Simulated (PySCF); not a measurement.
3,3,3-trifluoroprop-1-yne (C3HF3), SMILES C#CC(F)(F)F. Atoms are numbered in the order given.

```xyz
7

C      0.0000     0.0000    -2.3375
C      0.0000     0.0000    -1.1304
C      0.0000     0.0000     0.3391
F      1.0829     0.6252     0.8217
F      0.0000    -1.2504     0.8217
F     -1.0829     0.6252     0.8217
H      0.0000     0.0000    -3.4126
```

Geometry optimised at B3LYP-D3(BJ)/def2-SVP.

Method: PySCF 2.14.0 with B3LYP-D3(BJ)/def2-SVP.

Frequencies are harmonic and unscaled.

Modes within 1.5 cm⁻¹ of each other (mostly degenerate sets) share a row, with their intensities summed.

| mode | ν (cm⁻¹) | IR (km/mol) | Raman (Å⁴/amu) | depolarisation | moving atoms (share of kinetic energy) |
|---|---|---|---|---|---|
| 1–2 | 184 | 2.2 | 15.4 | 0.75 | F 45 %, C 43 %, H 11 % |
| 3–4 | 458 | 0.7 | 3.6 | 0.75 | F 66 %, C 32 % |
| 5 | 541 | 14.1 | 2.9 | 0.50 | C 53 %, F 45 % |
| 6–7 | 620 | 13.1 | 3.5 | 0.75 | F 62 %, C 36 % |
| 8–9 | 745 | 51.6 | 3.7 | 0.75 | H 75 %, C 24 % |
| 10 | 820 | 0.5 | 6.3 | 0.00 | F 81 %, C 18 % |
| 11–12 | 1207 | 658.4 | 4.9 | 0.75 | C 77 %, F 23 % |
| 13 | 1267 | 439.3 | 2.6 | 0.15 | C 86 %, F 14 % |
| 14 | 2256 | 58.7 | 80.3 | 0.24 | C 90 %, H 10 % |
| 15 | 3465 | 58.2 | 31.3 | 0.22 | H 85 %, C 15 % |
